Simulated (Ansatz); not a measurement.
Which is lower?

Two relaxed structures of Al$_{2}$H$_{2}$OF (charge -1), closed shell (PBE0-D4/def2-TZVPD; forces vanish, vibrations not checked).

A:

O1  (-1.004, -0.476, -0.574)
Al2  (0.494, 0.166, 0.117)
Al3  (-2.398, -1.155, -1.143)
F4  (0.963, -0.861, 1.404)
H5  (1.664, 0.147, -1.023)
H6  (0.214, 1.661, 0.714)
(Å)

B:

| atom | x (Å) | y (Å) | z (Å) |
| --- | --- | --- | --- |
| O1 | 0.2652 | -0.7025 | 1.1080 |
| Al2 | 0.6889 | -0.0456 | -0.4566 |
| Al3 | -1.2075 | 0.2147 | 1.1604 |
| F4 | -2.6784 | -0.5981 | 0.9820 |
| H5 | 2.0967 | -0.6630 | -1.0659 |
| H6 | -1.4290 | 1.4064 | 2.2174 |

Computed with Ansatz 0.2.0 (basis: def2-TZVPPD); correlated methods freeze the cores. B3LYP uses VWN-RPA correlation.

(1) Which structure is lower at CCSD(T), and by how much? (Judge from chemistry; the value comes from the calculation.)

T1 diagnostic: at most 0.017.

Results:

(1) Computed: A, by 1.137 eV (electronic energy, against the other). By their contacts, A is Al₂H₂OF ([F][AlH2][O][Al]), total charge -1 and B is Al₂H₂OF ([F][AlH]1[O][AlH]1), total charge -1.

All methods give the same order:

```
   method  E(B) − E(A) (eV)
   PBE-D4             0.941
r2SCAN-D4             0.947
  PBE0-D4             1.009
 B3LYP-D4             1.214
  wB97M-V             1.184
       HF             1.416
      MP2             1.128
     CCSD             1.200
  CCSD(T)             1.137
```

Labels in which every atom is bracketed show which atoms are joined, not bond orders.

For scale, one of the runs: CCSD(T)/def2-TZVPPD, 210 basis functions, launched by `ansatz run in.yaml --threads 2 --pin off --events-out ev --progress --plain --max-ram 4352MiB`. Time: 73 s of wall clock on 2 CPU threads of an Arm Neoverse V2; the host was shared. Peak host memory: 2.6 GiB.
